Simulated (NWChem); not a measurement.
Species: ZnCl, doublet; SMILES [Cl][Zn]

Computed with NWChem. Pople sets run with spherical d functions. Spin-unrestricted. Medium grid unless said otherwise, to which SCAN and Minnesota functionals are sensitive. The geometry was optimised at PBE0/def2-SVP, spin-unrestricted. This spin state was assumed; another may lie lower. No stability test was run on the SCF state.

### Question
Order these by “dipole (D)”, lowest first: r2SCAN/6-31G*; OLYP/6-31G*; LC-wPBE (HJS exchange hole, range parameter 0.4 per bohr)/6-31G*; MN15/6-31G*; UHF/6-31G*.

### Answer
OLYP/6-31G* (2.80), r2SCAN/6-31G* (3.06), MN15/6-31G* (3.28), LC-wPBE (HJS exchange hole, range parameter 0.4 per bohr)/6-31G* (3.39), UHF/6-31G* (3.66)
